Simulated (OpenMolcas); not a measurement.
Rh I: CASPT2 settings compared

| Property | Result |
| --- | --- |
| Program | OpenMolcas 26.06 |
| Basis | ANO-RCC-VQZP [8s7p5d3f2g1h] |
| Scalar Hamiltonian | DKH3, point nucleus |
| Active space | 9 electrons in 6 orbitals (4d 5s) |
| State averaging | 2S+1 = 4 even, 20 roots; 2S+1 = 2 even, 57 roots kept (CI in the orbitals of an earlier block) |
| Spin-orbit coupling | RASSI with atomic mean-field integrals over the reference wave functions, term energies averaged over their components |

Methods on the same reference wave functions:
A. CASSCF
B. SS-CASPT2, IPEA 0.4 Eh, sigma1 regulariser 0.5 Eh (closed shells correlated: 4s 4p)
C. SS-CASPT2, IPEA 0.4 Eh, imaginary shift 0.15 Eh (closed shells correlated: 4s 4p)
D. MS-CASPT2, IPEA 0.4 Eh, imaginary shift 0.15 Eh (closed shells correlated: 4s 4p)
E. MS-CASPT2, IPEA 0.4 Eh, sigma1 regulariser 0.5 Eh (closed shells correlated: 4s 4p)
F. XMS-CASPT2, IPEA 0.4 Eh, no level shift (closed shells correlated: 4s 4p)

Energies in cm-1 above 4d8 5s 4F 9/2, the measured ground level; measured values from NIST Handbook of Basic Atomic Spectroscopic Data.

```
                Level      A      B      C      D      E      F  Measured
        4d8 5s 4F 9/2    0.0    0.0    0.0    0.0    0.0    0.0       0.0
        4d8 5s 4F 7/2   1618   1534   1522   1524   1536   1600      1530
        4d8 5s 4F 5/2   2990   2920   2910   2960   2970   2990      2598
        4d8 5s 4F 3/2   3856   3670   3660   3840   3950   3860      3473
        4d8 5s 2F 7/2   7470   5670   5520   5510   5670   6810      5691
       4d7 5s2 4F 9/2  11453  11430  11250  11310  11490   9270          
       4d7 5s2 4F 7/2  13400  13420  13240  13260  13440  11230          
       4d7 5s2 4F 5/2  14653  14730  14550  14550  14730  12490          
        4d8 5s 4P 1/2  15565  11970  11940  11940  11970  11310          
4d7 5s2 4F 3/2 [71 %]  15707  15570  15360  15370  15530  13400          
 4d8 5s 2P 3/2 [53 %]  18209  14360  14290  14450  14480  15280          
        4d8 5s 2P 1/2  18930  15020  14960  14610  14660  15230          
        4d8 5s 2G 9/2  20044  16940  16940  16510  16470  16760          
        4d8 5s 2G 7/2  20266  17130  17130  16560  16520  16920          
       4d7 5s2 4P 5/2  25556  22590  22400  22560  22730  20400          
       4d7 5s2 4P 3/2  26246  23280  23100  23000  23170  21040          
       4d7 5s2 2G 9/2  26961  25510  25420  25700  25820  23630          
       4d7 5s2 4P 1/2  27072  24170  23990  23950  24130  21870          
       4d7 5s2 2G 7/2  28819  27390  27310  27880  28000  25520
```

D puts 4d9 2D 5/2 [71 %] lowest. E puts 4d9 2D 5/2 [69 %] lowest. F puts 4d9 2D 5/2 [75 %] lowest.

Deviations, from unrounded energies. A percentage is the sum of absolute deviations over the sum of measured energies, with the sign that they share, or ± where signs differ.

| Against measurement | Levels | A | B | C | D | E | F |
| --- | --- | --- | --- | --- | --- | --- | --- |
| mean absolute deviation (cm-1) | 4 | 660 | 140 | 170 | 230 | 220 | 490 |
| fine structure of the ground term (%) | 3 | +11.4 | +6.9 | ±6.7 | ±9.7 | +11.2 | +11.2 |
| other terms of the ground configuration (%) | 1 | +31.3 | -0.4 | -3.1 | -3.1 | -0.5 | +19.7 |

B lies closest to measurement on these levels and A furthest from it. The largest miss of B in the table is 4d8 5s 4F 5/2, by +320 cm-1. The ranking rests on the paired levels alone, and a cruder setting can come out closer through cancelling errors.

Among B to F the level of the table that moves most is 4d7 5s2 2G 7/2, by 2500 cm-1 (lowest in F, highest in E). Moves below CASPT2's spread within the term are not significant.

The mean deviations of B to F differ by less than CASPT2's widest spread within a term (2500 cm-1), so their order carries little weight.

From A to B the spin-free energies of the other terms of 4d8 5s shown, above 4F, scale by factors of 0.72 to 0.83.

The lowest spin-free term lies below A's lowest term by 0.651 hartree in B, 0.652 hartree in C, 0.675 hartree in D, 0.660 hartree in E, 0.700 hartree in F.

CASPT2 does not keep the components of a term degenerate, so their means are used; among the terms shown or strongly mixed into the levels shown the widest spread is 2500 cm-1 (4d7 5s2 2G, F). Over all roots computed the reference weight is 0.84 to 0.89 in B, 0.78 to 0.89 in C, 0.78 to 0.89 in D, 0.84 to 0.89 in E, 0.78 to 0.88 in F; the roots of lowest weight are the least certain, and an intruder state may touch them. Terms from blocks run as CI alone lack orbitals of their own. A single d shell beside an s shell can misplace configurations of different d count against each other. The CASPT2 spread within a term exceeds the gap to the next term for 4d8 5s 2D and 4d7 5s2 4F, 4d7 5s2 4F and 4d8 5s 2P, so the order of their levels is uncertain, and so are names and mixing where such terms share a J (figures for D; the like holds for E). Without dynamic correlation excited terms often stand tens of per cent too high (terms of higher spin than the ground term too low), and those without a measured partner can miss by more than the paired ones (holds for A). The lowest computed level is not the ground level that NIST lists (4F9/2) (holds for D; E; F). Measured partners are found by configuration, term and J. A level has none where our copy of the source lacks it or the pairing is in doubt (some pairs that miss far off the trend of their configuration count as doubtful), and it then counts in no deviation. Only configurations of the active space appear. The table leaves out levels that lie high or whose names do not pair safely across all columns.

A share in square brackets marks a mixed level and gives the weight of the term that names it, the lowest over the columns.
